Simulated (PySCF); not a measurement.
Input file for PySCF: R-B3LYP/6-31G* on BeFHO (SMILES [OH][Be][F]), a point of a bond scan (R = 1.389 Å).

```python
from pyscf import gto, scf, dft, mp
from pyscf.data.elements import chemcore

mol = gto.M(
    atom='''
    Be    0.02934244    0.01481768   -0.02556009
    F     0.98280109    0.52800817   -0.89505489
    O    -0.99864586   -0.46736623    0.82454057
    H    -0.97341266   -1.07241437    1.56140982
    ''',
    basis='6-31g*',
    cart=True,
    charge=0, spin=0, verbose=3, max_memory=1800)
mf = dft.RKS(mol, xc='b3lyp')
mf.conv_tol = 1e-8
mf.max_cycle = 100
mf.kernel()
if not mf.converged:
    mf = mf.newton().run(mf.mo_coeff, mf.mo_occ)
```

### Question
Predict the final total energy.

### Answer
-190.5517 hartree.
